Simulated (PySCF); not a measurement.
SMILES CC(C)[SiH2]c1cccs1 (C7H12SSi), GFN2-xTB optimised geometry.

```
21

C     -1.49    -1.27    -2.66
C     -2.05    -1.45    -1.25
C     -3.09    -2.56    -1.24
Si    -0.66    -1.80     0.01
C      0.53    -0.34     0.00
C      1.89    -0.34     0.00
C      2.46     0.95     0.00
C      1.52     1.93     0.00
S     -0.07     1.29     0.00
H     -0.99    -2.17    -3.00
H     -2.29    -1.04    -3.36
H     -0.77    -0.45    -2.69
H     -2.55    -0.52    -0.96
H     -3.90    -2.34    -1.94
H     -2.64    -3.51    -1.53
H     -3.52    -2.68    -0.25
H      0.11    -2.99    -0.35
H     -1.23    -1.95     1.36
H      2.47    -1.25     0.00
H      3.52     1.14     0.00
H      1.67     2.99     0.00
```

Density from PBE0/def2-SVP run with PySCF at that geometry.

Minimum of the electron density along straight lines between bonded atoms, close to the bond critical point (lines longer than 1.1 times the sum of covalent radii, or with two minima, are not listed):

```json
[
 {"bond": "C1–C2", "length / Å": "1.528", "ρ at the minimum / e bohr⁻³": "0.240", "∇²ρ there / e bohr⁻⁵": "-0.53", "position (fraction from the first atom)": "0.50"},
 {"bond": "C2–C3", "length / Å": "1.526", "ρ at the minimum / e bohr⁻³": "0.241", "∇²ρ there / e bohr⁻⁵": "-0.53", "position (fraction from the first atom)": "0.50"},
 {"bond": "C2–Si4", "length / Å": "1.910", "ρ at the minimum / e bohr⁻³": "0.113", "∇²ρ there / e bohr⁻⁵": "0.29", "position (fraction from the first atom)": "0.62"},
 {"bond": "Si4–C5", "length / Å": "1.875", "ρ at the minimum / e bohr⁻³": "0.111", "∇²ρ there / e bohr⁻⁵": "0.37", "position (fraction from the first atom)": "0.38"},
 {"bond": "C5–C6", "length / Å": "1.364", "ρ at the minimum / e bohr⁻³": "0.319", "∇²ρ there / e bohr⁻⁵": "-0.80", "position (fraction from the first atom)": "0.51"},
 {"bond": "C6–C7", "length / Å": "1.411", "ρ at the minimum / e bohr⁻³": "0.297", "∇²ρ there / e bohr⁻⁵": "-0.73", "position (fraction from the first atom)": "0.50"},
 {"bond": "C7–C8", "length / Å": "1.358", "ρ at the minimum / e bohr⁻³": "0.323", "∇²ρ there / e bohr⁻⁵": "-0.82", "position (fraction from the first atom)": "0.49"},
 {"bond": "C5–S9", "length / Å": "1.737", "ρ at the minimum / e bohr⁻³": "0.208", "∇²ρ there / e bohr⁻⁵": "-0.41", "position (fraction from the first atom)": "0.46"},
 {"bond": "C8–S9", "length / Å": "1.717", "ρ at the minimum / e bohr⁻³": "0.217", "∇²ρ there / e bohr⁻⁵": "-0.47", "position (fraction from the first atom)": "0.47"},
 {"bond": "C1–H10", "length / Å": "1.088", "ρ at the minimum / e bohr⁻³": "0.276", "∇²ρ there / e bohr⁻⁵": "-1.00", "position (fraction from the first atom)": "0.62"},
 {"bond": "C1–H11", "length / Å": "1.090", "ρ at the minimum / e bohr⁻³": "0.275", "∇²ρ there / e bohr⁻⁵": "-0.99", "position (fraction from the first atom)": "0.62"},
 {"bond": "C1–H12", "length / Å": "1.088", "ρ at the minimum / e bohr⁻³": "0.277", "∇²ρ there / e bohr⁻⁵": "-1.02", "position (fraction from the first atom)": "0.63"},
 {"bond": "C2–H13", "length / Å": "1.096", "ρ at the minimum / e bohr⁻³": "0.270", "∇²ρ there / e bohr⁻⁵": "-0.94", "position (fraction from the first atom)": "0.62"},
 {"bond": "C3–H14", "length / Å": "1.090", "ρ at the minimum / e bohr⁻³": "0.275", "∇²ρ there / e bohr⁻⁵": "-1.00", "position (fraction from the first atom)": "0.62"},
 {"bond": "C3–H15", "length / Å": "1.088", "ρ at the minimum / e bohr⁻³": "0.276", "∇²ρ there / e bohr⁻⁵": "-1.00", "position (fraction from the first atom)": "0.62"},
 {"bond": "C3–H16", "length / Å": "1.088", "ρ at the minimum / e bohr⁻³": "0.277", "∇²ρ there / e bohr⁻⁵": "-1.01", "position (fraction from the first atom)": "0.62"},
 {"bond": "Si4–H17", "length / Å": "1.467", "ρ at the minimum / e bohr⁻³": "0.116", "∇²ρ there / e bohr⁻⁵": "0.32", "position (fraction from the first atom)": "0.49"},
 {"bond": "Si4–H18", "length / Å": "1.469", "ρ at the minimum / e bohr⁻³": "0.116", "∇²ρ there / e bohr⁻⁵": "0.32", "position (fraction from the first atom)": "0.49"},
 {"bond": "C6–H19", "length / Å": "1.076", "ρ at the minimum / e bohr⁻³": "0.284", "∇²ρ there / e bohr⁻⁵": "-1.09", "position (fraction from the first atom)": "0.63"},
 {"bond": "C7–H20", "length / Å": "1.076", "ρ at the minimum / e bohr⁻³": "0.283", "∇²ρ there / e bohr⁻⁵": "-1.09", "position (fraction from the first atom)": "0.63"},
 {"bond": "C8–H21", "length / Å": "1.072", "ρ at the minimum / e bohr⁻³": "0.286", "∇²ρ there / e bohr⁻⁵": "-1.12", "position (fraction from the first atom)": "0.64"}
]
```
